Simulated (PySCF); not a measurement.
N-methylbuta-2,3-dien-1-amine (C5H9N), SMILES CNCC=C=C.

Geometry: PBE0-D3(BJ)/def2-SVP. One conformer was computed; it need not be the lowest.

Computed with TDDFT-LC-ωPBE/def2-SVPD in PySCF 2.14.0.

Vertical excitations. 

**Question.** Give excitation energies, oscillator strengths and character. (An estimate is asked for; the answer gives what the named calculation found.)

**Answer.** 
```json
[
 {"state": "S1", "energy (eV)": "6.02", "λ (nm)": "206", "f": "0.000", "main pairs": "HOMO−1→LUMO+2 37 %, HOMO−1→LUMO 32 %, HOMO−1→LUMO+3 10 %"},
 {"state": "S2", "energy (eV)": "6.46", "λ (nm)": "192", "f": "0.000", "main pairs": "HOMO−2→LUMO+1 64 %, HOMO−2→LUMO+2 13 %"},
 {"state": "S3", "energy (eV)": "6.71", "λ (nm)": "185", "f": "0.002", "main pairs": "HOMO→LUMO 50 %, HOMO→LUMO+1 14 %, HOMO→LUMO+3 9 %"},
 {"state": "S4", "energy (eV)": "7.32", "λ (nm)": "169", "f": "0.083", "main pairs": "HOMO→LUMO+1 48 %, HOMO→LUMO+3 23 %, HOMO→LUMO+2 8 %, HOMO−1→LUMO+1 8 %"},
 {"state": "S5", "energy (eV)": "7.61", "λ (nm)": "163", "f": "0.009", "main pairs": "HOMO−1→LUMO+1 28 %, HOMO−2→LUMO 25 %, HOMO−2→LUMO+2 15 %, HOMO−1→LUMO+2 6 %"},
 {"state": "S6", "energy (eV)": "7.79", "λ (nm)": "159", "f": "0.008", "main pairs": "HOMO→LUMO+4 35 %, HOMO−1→LUMO 12 %, HOMO→LUMO+6 11 %, HOMO−1→LUMO+1 9 %"},
 {"state": "S7", "energy (eV)": "7.81", "λ (nm)": "159", "f": "0.045", "main pairs": "HOMO→LUMO+3 24 %, HOMO→LUMO+4 19 %, HOMO−1→LUMO+2 15 %, HOMO−1→LUMO 13 %"},
 {"state": "S8", "energy (eV)": "7.92", "λ (nm)": "157", "f": "0.595", "main pairs": "HOMO−2→LUMO 45 %, HOMO−1→LUMO+1 17 %, HOMO−2→LUMO+1 10 %, HOMO−2→LUMO+3 8 %"},
 {"state": "S9", "energy (eV)": "7.96", "λ (nm)": "156", "f": "0.013", "main pairs": "HOMO→LUMO+3 25 %, HOMO→LUMO+2 24 %, HOMO→LUMO 15 %, HOMO−1→LUMO 13 %"},
 {"state": "S10", "energy (eV)": "8.05", "λ (nm)": "154", "f": "0.667", "main pairs": "HOMO−2→LUMO+2 57 %, HOMO−1→LUMO+1 11 %, HOMO−2→LUMO+1 11 %"},
 {"state": "T1", "energy (eV)": "4.41", "λ (nm)": "281", "f": "0", "main pairs": "HOMO−1→LUMO+1 34 %, HOMO−2→LUMO+2 19 %, HOMO−2→LUMO 14 %, HOMO−1→LUMO+2 7 %"},
 {"state": "T2", "energy (eV)": "4.68", "λ (nm)": "265", "f": "0", "main pairs": "HOMO−1→LUMO+1 27 %, HOMO−2→LUMO+2 25 %, HOMO−2→LUMO 18 %, HOMO−2→LUMO+3 6 %"},
 {"state": "T3", "energy (eV)": "5.62", "λ (nm)": "220", "f": "0", "main pairs": "HOMO−1→LUMO+2 39 %, HOMO−1→LUMO 31 %, HOMO−1→LUMO+3 10 %"},
 {"state": "T4", "energy (eV)": "6.08", "λ (nm)": "204", "f": "0", "main pairs": "HOMO−2→LUMO+1 64 %, HOMO−2→LUMO+2 13 %"}
]
```
Triplets are in the Tamm–Dancoff approximation, which puts them higher than full response would, so one can lie above its singlet here.
